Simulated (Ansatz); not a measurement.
Energy difference R1 → 2 P1, each structure at its B3LYP-D3(BJ)/def2-TZVP stationary point, reached from a drawn start (curvature not checked).
R1, O2 (SMILES O=O) (charge 0, multiplicity 3):
```xyz
2

O      0.00000     0.00000    -0.60213
O      0.00000     0.00000     0.60213
```
P1: O atom, charge 0, multiplicity 3.

P less R. No zero-point or thermal terms; open shells are unrestricted; no spin–orbit coupling.

Frozen-core correlation throughout.

The values were computed with Ansatz (a program for electronic structure) with Gaussian orbitals. No computed number here is a measurement.

Total energies in hartree:

```
structure  PBE/def2-TZVPP  B3LYP/def2-TZVPP  CCSD(T)/cc-pVQZ
---------  --------------  ----------------  ---------------
R1            -150.248609       -150.389760      -150.173871
P1             -75.009672        -75.096275       -74.993566
```

Work out the reaction energy at each level in eV (1 hartree = 27.21139 eV), and say how far PBE/def2-TZVPP lies from CCSD(T)/cc-pVQZ.


- PBE/def2-TZVPP: 2 × (-75.009672) − (-150.248609) = 0.229265 hartree = 6.239 eV
- B3LYP/def2-TZVPP: 2 × (-75.096275) − (-150.389760) = 0.197210 hartree = 5.366 eV
- CCSD(T)/cc-pVQZ: 2 × (-74.993566) − (-150.173871) = 0.186739 hartree = 5.081 eV
PBE/def2-TZVPP less CCSD(T)/cc-pVQZ: 1.158 eV. CCSD(T)/cc-pVQZ is the level counted from, the highest shown, and no exact or measured value.
